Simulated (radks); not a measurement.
Results of a calculation; reference values are marked as such.
Spherical quantum dot in the effective-mass picture: electrons in a parabolic well V = omega^2 r^2 / 2 with omega = 0.162, with a point charge +2 (a donor) at the centre, all in effective atomic units (hartree* = m*/eps^2 hartree, bohr* = eps/m* bohr), one dielectric constant everywhere. Level of theory: non-relativistic Kohn-Sham, exchange-only LDA, spin-polarised, spherical densities (a radial shooting solver with Libxc functionals). Levels are named by radial order and angular momentum (1s, 1p, 1d, 2s, ...), and open shells are averaged over m. Results are scaled to m* = 0.089 and eps = 8.7, for which hartree* = 32 meV and bohr* = 5.173 nm. At N = 27 the configuration is 1s2 1p6 1d10 2s2 1f(up 7, down 0). Does electron 28 go into 2p down or 1f down or 2p up?

Answer. Into 2p up. The total energies of the other choices lie higher by 0.323 meV (1f down), 0.332 meV (2p down). A rearrangement to 1s2 1p6 1d10 2s2 1f(up 7, down 0) 3s(up 1, down 0) is lower still, by 0.805 meV.
